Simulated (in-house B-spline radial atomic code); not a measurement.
Configurations of Ni⁺, with energies counted from [Ar] 3d9. Computed with a B-spline radial code for spherical atoms: non-relativistic M06-L, spin-polarised, spherical fractional occupations, point nucleus. Shells without spins written out take the highest spin.

Occupations are held fixed; configurations that lie above the ionisation limit could autoionise.

```tsv
configuration	E - E(ref) (eV)	highest orbital	its <r> (bohr)
[Ar] 3d8 4f1	15.026	4f up	8.803
[Ar] 3d(4 up, 4 down) 4f(0 up, 1 down)	16.441	4f down	8.801
[Ne] 3s2 3p5 3d9 4p1	72.24	4p up	3.112
[Ne] 3s2 3p5 3d9 4d1	77.337	4d up	6.013
```

(1) Order these further configurations by energy, lowest first.
A. [Ar] 3d8 4s1
B. [Ne] 3s2 3p(3 up, 2 down) 3d10
C. [Ar] 3d(3 up, 5 down) 4p(0 up, 1 down)
D. [Ne] 3s2 3p5 3d9 4s1
E. [Ar] 3d8 4d1

Results:

(1) A (2.2619 eV), C (8.1708 eV), E (13.236 eV), B (63.324 eV), D (66.303 eV).
